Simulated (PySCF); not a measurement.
A geometry optimisation on `[CH3][Sn]([PH2])([Cl])[Cl]`.

Computed with PBE0-D3(BJ)/def2-SVP geometry optimisation, gas phase, def2 core potentials past Kr (PySCF 2.14.0). Start geometry: GFN2-xTB. The input is one job of a driver script: a line of settings, then coordinates in Å.

Input:
```
{"job": {"xc": "PBE0", "basis": "def2-SVP", "d3": "d3bj", "grid": 1, "maxiter": 30, "shake": 0.01, "kind": "geom"}, "charge": 0, "multiplicity": 1}
C     -1.872800    -0.501070    -0.088660
Sn     0.153930     0.419770    -0.036790
P      2.270300    -0.896440    -0.540680
Cl     0.427910     1.412930     2.096250
Cl     0.109780     2.254110    -1.509540
H     -1.800510    -1.548440    -0.053820
H     -2.357180    -0.171500    -1.016640
H     -2.432700    -0.103510     0.756440
H      2.497860    -1.152220     0.837580
H      3.053840     0.265440    -0.465190
```

Task: Give the output.

Result: 
```
step   0  E = -1516.37337358  max force = 0.042168
step   1  E = -1516.37773061  max force = 0.007445
step   2  E = -1516.37798682  max force = 0.004087
step   3  E = -1516.37808095  max force = 0.001476
step   4  E = -1516.37807391  max force = 0.001004
step   5  E = -1516.37807062  max force = 0.000405
step   6  E = -1516.37807359  max force = 0.000388
step   7  E = -1516.37807405  max force = 0.000375
step   8  E = -1516.37807426  max force = 0.000367
step   9  E = -1516.37807439  max force = 0.000364
... (11 lines left out)
step  21  E = -1516.37807474  max force = 0.000352
step  22  E = -1516.37807476  max force = 0.000352
step  23  E = -1516.37807478  max force = 0.000352
step  24  E = -1516.37807479  max force = 0.000351
step  25  E = -1516.37807482  max force = 0.000349
step  26  E = -1516.37807483  max force = 0.000348
step  27  E = -1516.37807484  max force = 0.000348
step  28  E = -1516.37807485  max force = 0.000348
step  29  E = -1516.37807487  max force = 0.000345
step  30  E = -1516.37807488  max force = 0.000344
optimisation converged
```

Energies in Eh; «max force» is the largest Cartesian gradient component in Eh/bohr.

Task: Give the first gradient maximum in eV/Å.

Result: With 1 Eh/bohr = 51.422 eV/Å, 2.168 eV/Å.

In short: final energy -1516.37807 Eh after 30 steps; dipole 3.00 D.

Task: Give the final coordinates.

Result: 0.077 Å rms from the input after alignment:
```
atom  x, y, z in Å
C1    -1.7972   -0.4708   -0.0928
Sn2    0.1358    0.4316   -0.0152
P3     2.1953   -0.9150   -0.4697
Cl4    0.3561    1.5191    2.0672
Cl5    0.1388    2.1307   -1.6426
H6    -1.7094   -1.5633   -0.0262
H7    -2.2591   -0.1856   -1.0477
H8    -2.3939   -0.0866    0.7449
H9     2.3970   -1.1545    0.9249
H10    2.9864    0.2742   -0.4640
```

Task: Estimate the wall time. Hardware: Arm Neoverse V1, one thread (shared host). And the peak memory of the process?

Result: About 3.4 min, with 0.50 GiB resident at the peak, the Python interpreter and its libraries included.
Labels such as C1 count atoms from 1, the log's own numbers from 0.
